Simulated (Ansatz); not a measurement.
Reaction (ligand exchange at the Si–C bond): `[AlH2]/[N]=C\[SiH3]` + `[SiH3]C#CS` → `[SiH3]C#CS[SiH3]` + `C=[N][AlH2]`

Gas-phase electronic energies from Ansatz, PBE0-D4/def2-TZVP geometries. CBS: MP2 limit from def2 TZ/QZ plus the TZ coupled-cluster correction, frozen cores. DFT in def2-TZVPP. B3LYP here is the variant with VWN-RPA as its local correlation; programs differ in this. One conformer a species, not always the lowest.

`[AlH2]/[N]=C\[SiH3]`:

```xyz
10

Al   -2.437    0.316   -0.038
N    -0.836   -0.357   -0.251
C     0.332   -0.783   -0.375
Si    1.856    0.176    0.243
H    -2.991    1.227   -1.203
H    -3.198   -0.057    1.295
H     0.512   -1.760   -0.862
H     2.590   -0.652    1.238
H     2.770    0.441   -0.901
H     1.402    1.448    0.855
```

`[SiH3]C#CS`:

```xyz
8

Si   -1.439    0.586   -0.502
C     0.114   -0.033    0.209
C     1.157   -0.450    0.667
S     2.549   -0.996    1.424
H    -2.587   -0.175    0.051
H    -1.606    2.026   -0.181
H    -1.390    0.410   -1.974
H     3.202   -1.367    0.306
```

`[SiH3]C#CS[SiH3]`:

Cartesian coordinates in Å:
```
Si 2.252 0.517 -1.413
C 0.882 -0.393 -0.644
C -0.035 -0.999 -0.128
S -1.290 -1.863 0.573
Si -2.256 -0.154 1.471
H 2.213 0.340 -2.886
H 3.548 0.015 -0.894
H 2.116 1.959 -1.087
H -2.663 0.799 0.413
H -3.438 -0.715 2.169
H -1.329 0.494 2.427
```

`C=[N][AlH2]`:

```xyz
7

C    -0.781   -0.900   -0.905
N    -0.133   -0.153   -0.153
Al    0.780    0.899    0.904
H    -1.655   -1.474   -0.560
H    -0.524   -1.038   -1.966
H     0.317    2.406    0.997
H     1.997    0.261    1.682
```

```json
{"level": "B3LYP-D4", "ΔE (kJ/mol)": "-70.0", "difference from CCSD(T)/CBS": "3.0"}
{"level": "ωB97X-V", "ΔE (kJ/mol)": "-71.8", "difference from CCSD(T)/CBS": "1.2"}
{"level": "ωB97M-V", "ΔE (kJ/mol)": "-71.6", "difference from CCSD(T)/CBS": "1.4"}
{"level": "PBE0", "ΔE (kJ/mol)": "-71.9", "difference from CCSD(T)/CBS": "1.1"}
{"level": "HF/def2-TZVPP", "ΔE (kJ/mol)": "-74.9", "difference from CCSD(T)/CBS": "-1.9"}
{"level": "CCSD/def2-TZVPP", "ΔE (kJ/mol)": "-71.4", "difference from CCSD(T)/CBS": "1.6"}
{"level": "CCSD(T)/def2-TZVPP", "ΔE (kJ/mol)": "-71.5", "difference from CCSD(T)/CBS": "1.5"}
{"level": "HF/def2-QZVPP", "ΔE (kJ/mol)": "-74.8", "difference from CCSD(T)/CBS": "-1.8"}
{"level": "SCS-MP2/def2-QZVPP", "ΔE (kJ/mol)": "-76.9", "difference from CCSD(T)/CBS": "-3.9"}
{"level": "HF/CBS(def2)", "ΔE (kJ/mol)": "-74.7", "difference from CCSD(T)/CBS": "-1.7"}
{"level": "CCSD(T)/CBS", "ΔE (kJ/mol)": "-73.0", "difference from CCSD(T)/CBS": "0"}
```

Largest T1 diagnostic among the species: 0.015.

From PBE to PBE0 (25 % exact exchange), in def2-TZVPP and without D4, ΔE moves by −4.2 kJ/mol.
